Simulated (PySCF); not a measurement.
A structure optimised at B3LYP-D3(BJ)/def2-TZVP, used in a PySCF frequency run:

```
Be
N 1 1.4984
H 2 1.0077 1 125.03
H 2 1.0077 3 109.94 1 179.25
S 1 1.9136 4 158.27 2 175.85
H 5 1.3453 1 93.56 4 94.29
```
Charge 0, spin multiplicity 1.

Question: Write its SMILES, formula and point group.

Answer: [NH2][Be][SH], BeH3NS, Cs

Question: What are its rotational constants (standard atomic weights)?

Answer: 161.55, 3.6653, 3.6551 GHz
